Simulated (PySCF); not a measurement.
Two-component Hartree-Fock for I⁴⁰⁺ (iodine, charge +40)

Start: [Ne] 3s2 3p1; 3p1/2 filled at m_j = +1/2. Calculated with PySCF 2.14 in an uncontracted even-tempered set (18 s from 8.5 bohr⁻², ratio 2.4; 14 p from 11 bohr⁻², ratio 2.4; 4 d from 38 bohr⁻², ratio 2.6; 4 f from 57 bohr⁻², ratio 2.6): generalised Hartree-Fock with the X2C-1e Hamiltonian and a Gaussian nucleus; one run each with spin-orbit coupling (SO) switched off, then screened by Boettger's factors.

| spinor shell | electrons | ε, spin-free (eV) | ε, screened SO (eV) | weight of nominal j (screened SO) | rms radius, screened SO (bohr) |
| --- | --- | --- | --- | --- | --- |
| 1s1/2 | 2 | -35856.9 | -35851.5 | 1.000 | 0.0311 |
| 2s1/2 | 2 | -7630.4 | -7628.0 | 1.000 | 0.124 |
| 2p1/2 | 2 | -7104.4 | -7320.8 | 1.000 | 0.107 |
| 3s1/2 | 2 | -3019.2 | -3018.3 | 1.000 | 0.299 |
| 3p1/2 | 1 | -2875.8 | -2929.3 | 1.000 | 0.285 |

Problem. Where does 2p3/2 lie, and what is the 2p spin-orbit splitting (screened SO)?

Solution. At -7004.7 eV, 316.05 eV above 2p1/2.

```tsv
quantity	spin-free	screened SO
E (hartree)	-5679.72204	-5683.45438
M_J	1/2	1/2
⟨J²⟩	1.095	0.751
⟨L²⟩	2.003	2.009
⟨S²⟩	0.751	0.757
```

Each row is a mean over spinors that exchange with the open shell spreads, by up to 12.983 eV (2p1/2).

Breit and QED terms are absent; they matter most for the inner s and p1/2 levels.

Densities and radii are taken from the X2C orbitals without a picture-change correction, which distorts them close to the nucleus.

Without spin-orbit coupling the j labels of p, d and f shells carry no meaning; the spin-free column gives the mean over the occupied spinors of each nl shell, and its ⟨J²⟩ belongs to a mixture of degenerate components.
